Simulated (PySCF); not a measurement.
1,3-cyclopentanedione, C5H6O2.
Cartesian coordinates in Å at the GFN2-xTB level; atoms count from 1:
```xyz
13
C5H6O2 angstrom
O      1.2078   -2.1186   -0.5091
C      0.6504   -1.0768   -0.3019
C     -0.8514   -0.8687   -0.2871
C     -1.0957    0.5070    0.3185
C      0.2309    1.2403    0.2847
O      0.3851    2.4129    0.4852
C      1.3257    0.2466   -0.0266
H     -1.3410   -1.6789    0.2526
H     -1.1963   -0.9176   -1.3227
H     -1.8619    1.0844   -0.1981
H     -1.3989    0.4357    1.3657
H      1.9158    0.5695   -0.8871
H      2.0252    0.1647    0.8081
```

The closed-shell ground state was solved at several levels (PySCF, density fitting, gas phase, non-relativistic).

```csv
level,basis functions,HOMO (eV),LUMO (eV),gap (eV),dipole (D)
PBE0/def2-SVPD,194,-7.34,-1.49,5.85,1.88
wB97X-D/def2-SVPD,194,-9.25,0.36,9.61,1.92
PBE0/pcSseg-1,149,-7.23,-1.31,5.92,1.76
```

What might B3LYP/pcJ-1 (249 basis functions) give for the same quantities?

HOMO -6.97 eV, LUMO -1.57 eV, gap 5.40 eV, dipole 1.76 D.

Over all these levels, which gives the widest orbital gap and which the narrowest?

wB97X-D/def2-SVPD (range-separated hybrid) has the widest, 9.61 eV, and B3LYP/pcJ-1 (global hybrid, 20 % exact exchange) the narrowest, 5.40 eV. Functional and basis both differ between the two, so the spread mixes both effects.

How far do the dipole and the HOMO energy spread over the levels?

The dipole runs from 1.76 to 1.92 D (mean 1.83 D) and the HOMO from -9.25 to -6.97 eV.

One conformer stands for the species.
